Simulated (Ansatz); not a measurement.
Program: Ansatz. Geometries: PBE0-D4/def2-TZVP. ΔE: electronic, gas phase. CCSD(T)/CBS is the MP2 limit (def2-TZVPP, def2-QZVPP) plus CCSD(T) − MP2 in def2-TZVPP, frozen cores. This one scheme is used for every species. Functionals use def2-TZVPP. For Sc outer-core shells are correlated without core-valence functions, which leaves a few kJ/mol of doubt a bond. Scalar relativity is left out up to krypton. Each species was taken in one conformer, which may not be the lowest.

Reaction (formal hydrolysis of the Sc–O bond): `[SiH3][O][Sc]([Cl])[Cl]` + H₂O → `[OH][Sc]([Cl])[Cl]` + silanol

```tsv
level	ΔE (eV)
BLYP	0.18
BHLYP	0.21
CCSD/def2-SVP	0.30
SCS-MP2/def2-TZVPP	0.25
```

Q: What does CCSD(T)/CBS give? (Best estimate.)

A: The calculation gave: +0.30 eV. The listed levels differ from it by -0.12, -0.09, 0.00, -0.05 eV.

Largest T1 diagnostic among the species: 0.015.

The D4 term adds +0.05 eV with B3LYP and +0.03 eV with PBE0; it sums over pairs of atoms, weighted by their polarisabilities, and B3LYP, whose exchange is more repulsive, gets the larger term. Leaving LDA and LC-ωPBE aside and taking each functional with its dispersion term where it has one, the values, not all of them listed here, spread over 0.06 eV, from ωB97M-V to BHLYP-D4.

B3LYP here is the variant with VWN-RPA as its local correlation; programs differ in this.
